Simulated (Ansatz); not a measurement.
The first iterations of a band of ClF4HHf (7 atoms, charge 0, multiplicity 1).

Method: RKS PBE-D4/def2-SVP (Ansatz 0.2.0).

| Property | Result |
| --- | --- |
| movable images | 7 |
| climbing image | yes |
| spring | 5.0 eV/Å² |
| optimiser | quadratic models (default) |
| start path | through a guess of the saddle point |
| force threshold | 0.05 eV/Å |
| iteration limit | 60 |
| end points | relaxed |

First end point:

```xyz
7
Properties=species:S:1:pos:R:3
Hf -0.093 0.000 0.059
Cl 0.119 0.000 2.496
F 1.760 0.000 -0.387
F -0.700 1.599 -0.794
F -0.700 -1.599 -0.794
F -2.254 0.000 1.035
H -1.874 0.000 1.929
```

Last end point:

```xyz
7
Properties=species:S:1:pos:R:3
Hf -0.459 0.000 -0.508
Cl -0.159 0.000 3.486
F 1.330 0.000 0.162
F -0.697 1.549 -1.601
F -0.697 -1.549 -1.601
F -1.828 0.000 0.864
H -1.230 0.000 2.741
```

| iteration | highest image above the first end (eV) | largest band force component (eV/Å) |
| --- | --- | --- |
| 1 | 2.007 | 4.309 |
| 2 | 0.776 | 2.429 |
| 3 | 0.406 | 1.637 |

**Question.** Does the band converge within its limit, and where does its top end?

**Answer.** The forces met the threshold. It ended after 9 iterations with the highest image 0.214 eV above the first end. Beside the main top the profile has a ripple of under 15 meV (maxima at images 4, 7), which may be a very shallow well or noise. A vibrational analysis at the climbing image gives one clearly imaginary mode, 87i cm⁻¹, and a faint second one (38i cm⁻¹) that may be numerical noise or a soft torsion: probably a first-order saddle point. The orbitals stay closed-shell, which can raise the energy where a bond breaks towards radicals; this wasn't checked here.

The run took 2.5 min on 2 threads of AMD EPYC 7R43 64-Core Processor (Zen 3) (shared host), peak memory 0.23 GiB.
